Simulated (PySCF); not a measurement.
Molecular orbitals of NaAs

M06-2X at R = 2.758 Å; basis Na pcseg-1, As pcseg-1; no relativity; PySCF 2.14. State: ³Σ⁻ (triplet), unpaired electrons π ↑↑. Only the outer orbitals are listed, counted within each symmetry.

```tsv
spin	orbital	occ.	ε (eV)	on Na (%)	main shells (%)
α	4π	1	-35.76	100	100 Na p
α	4π	1	-35.76	100	100 Na p
α	9σ	1	-35.72	100	100 Na p
α	10σ	1	-15.65	1	99 As s
α	5π	1	-6.16	2	98 As p
α	5π	1	-6.16	2	98 As p
α	11σ	1	-5.90	16	83 As p, 14 Na s
α	12σ	0	-1.25	95	75 Na s, 20 Na p
α	6π	0	1.49	97	97 Na p
α	6π	0	1.49	97	97 Na p
β	4π	1	-35.76	100	100 Na p
β	4π	1	-35.76	100	100 Na p
β	9σ	1	-35.72	100	100 Na p
β	10σ	1	-12.75	2	98 As s
β	11σ	1	-5.06	26	72 As p, 24 Na s
β	12σ	0	-0.83	88	79 Na s, 12 As p, 10 Na p
β	5π	0	-0.62	14	86 As p, 14 Na p
β	5π	0	-0.62	14	86 As p, 14 Na p
```

Question: Which are the highest filled and the lowest empty level, where do they sit, and how wide is the gap?

Answer: Highest filled β 11σ at -5.06 eV (in %: 72 As p, 24 Na s); lowest empty α 12σ at -1.25 eV (in %: 75 Na s, 20 Na p); the gap at M06-2X is 3.81 eV.

```json
{"bond order (Mayer)": "0.78", "⟨S²⟩": "2.017", "charge on Na (Mulliken, basis-dependent)": "0.50", "charge on Na (Löwdin, basis-dependent)": "0.33", "dipole moment (positive dipole means Na(−)As(+))": "-7.51 D"}
```

Spin–orbit coupling is left out. The state is the lowest determinant that a PBE0 search found; another state may lie lower at other levels.
